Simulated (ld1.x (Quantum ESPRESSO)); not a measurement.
# Co (Z = 27), PAW: configuration errors across variants

ld1.x (Quantum ESPRESSO) 7.5 input, shortened:

```
&input
   title='Co', zed=27., rel=1, dft='PZ', iswitch=3,
   config='[Ar] 3d7 4s2 4p0'
 /
 &inputp
   pseudotype=3, lpaw=.true., tm=.true., lloc=-1, rcloc=1.90,
   nlcc=.true., rcore=0.70,
   which_augfun='PSQ', rmatch_augfun_nc=.true.
 /
6
4S  1  0   2.00   0.00  2.05  2.30  0.0
4S  1  0   0.00   4.00  2.05  2.30  0.0
4P  2  1   0.00   0.00  2.05  2.60  0.0
4P  2  1   0.00   0.60  2.05  2.60  0.0
3D  3  2   7.00   0.00  0.80  0.90  0.0
3D  3  2   0.00   0.80  0.80  0.90  0.0
 &test
   configts(1)='3d7 4s2 4p0'
 /
```

All-electron excitation energies from the reference (eV): (1) 3d7 4s0 4p0 26.380; (2) 3d6 4s0 4p0 62.569; (3) 3d7 4s1 4p1 4.429; (4) 3d6 4s2 4p0 15.460; (5) 3d7 4s0 4p2 9.145; (6) 3d7 4s0 4p1 14.748; (7) 3d7 4s2 4p0 spin -1.983; (8) 3d7 4s1 4p0 spin 6.717.

Spin tests fill each open shell by Hund’s rule, majority spin first.

Errors AE − PS in meV (a dash: test not solved or not reliable):

```csv
change,(1),(2),(3),(4),(5),(6),(7),(8),bound ghosts
base,-10,-246,-0.8,-140,-2.5,-4.3,-9.2,-9.2,none
"wave 3d channel at 0.8 Ry: rcut 0.80, rcutus 0.90 bohr becomes 3d channel at -0.4 Ry: rcut 0.80, rcutus 0.90 bohr",-10,-244,-0.8,-137,-2.5,-4.3,-9.2,-9.2,none
"wave 3d channel at 0.8 Ry: rcut 0.80, rcutus 0.90 bohr becomes 3d channel at -0.26 Ry: rcut 0.80, rcutus 0.90 bohr",-10,-244,-0.8,-138,-2.5,-4.3,-9.2,-9.3,none
"wave 3d channel at 0.8 Ry: rcut 0.80, rcutus 0.90 bohr becomes 3d channel at 0.01 Ry: rcut 0.80, rcutus 0.90 bohr",-10,-245,-0.8,-138,-2.5,-4.3,-9.2,-9.3,none
"wave 3d channel at 0.8 Ry: rcut 0.80, rcutus 0.90 bohr becomes 3d channel at 0.69 Ry: rcut 0.80, rcutus 0.90 bohr",-10,-245,-0.8,-137,-2.5,-4.3,-9.2,-9.3,none
"wave 3d channel at 0.8 Ry: rcut 0.80, rcutus 0.90 bohr becomes 3d channel at 1.67 Ry: rcut 0.80, rcutus 0.90 bohr",-10,-244,-0.8,-136,-2.5,-4.3,-9.3,-9.2,none
"wave 3d channel at 0.8 Ry: rcut 0.80, rcutus 0.90 bohr becomes 3d channel at 2.76 Ry: rcut 0.80, rcutus 0.90 bohr",-10,-245,-0.8,-137,-2.5,-4.3,-9.3,-9.2,none
"wave 3d channel at 0.8 Ry: rcut 0.80, rcutus 0.90 bohr becomes 3d channel at 4.61 Ry: rcut 0.80, rcutus 0.90 bohr",-10,-246,-0.8,-136,-2.6,-4.3,-9.4,-9.3,none
```

Give the same row for: wave 3d channel at 0.8 Ry: rcut 0.80, rcutus 0.90 bohr becomes 3d channel at -0.49 Ry: rcut 0.80, rcutus 0.90 bohr.

-10, -242, -0.8, -137, -2.5, -4.3, -9.1, -9.2; bound ghosts: none.
